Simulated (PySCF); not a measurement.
Q: Write Cartesian coordinates for `C=C(Cl)/C(Cl)=C/C(F)(F)F` as optimised with PBE0-D3(BJ)/def2-SVP.

A: 
```xyz
13
C5H3Cl2F3 angstrom
C     -2.5892   -0.1991    0.7759
C     -1.5888    0.0233   -0.0830
Cl    -1.9569    0.4715   -1.7213
C     -0.1550   -0.0773    0.2417
Cl     0.2029   -0.5553    1.8649
C      0.8318    0.1765   -0.6296
C      2.2979    0.0862   -0.3326
F      2.6738    0.9288    0.6321
F      2.6659   -1.1398    0.0439
F      2.9951    0.3955   -1.4287
H     -2.3730   -0.4810    1.8064
H     -3.6272   -0.1018    0.4567
H      0.5712    0.4794   -1.6440
```

Any rigid rotation of these coordinates is as good. Atoms count from 1 in this order. All 3 C–F bonds measure 1.334 to 1.335 Å. Of the pairs four or more bonds apart, Cl3···H13 is among the closest relative to their van der Waals radii: 2.53 Å, 86 % of the sum of Bondi's values. The C–C distances run from 1.337 Å (C1=C2, drawn double) to 1.499 Å (C6–C7, drawn single), a spread of 0.162 Å.

Bonds between heavy atoms (Å): C1=C2 1.337, C2–Cl3 1.738, C2–C4 1.474, C4–Cl5 1.729, C4=C6 1.341, C6–C7 1.499, C7–F8 1.335, C7–F9 1.334, C7–F10 1.335.

Theory: PBE0-D3(BJ)/def2-SVP geometry optimisation, gas phase in PySCF.

Point group: Cs (every atom within 0.08 Å of its image). Whether it is a minimum is left open (no frequencies). The numbers are those of one conformer (C1–C2–C4–Cl5 1°).

The run took 2.1 min wall on Intel Xeon Platinum 8488C, one thread, no GPU (shared host), and the process peaked at 0.82 GiB of memory. These figures are those of the optimisation.
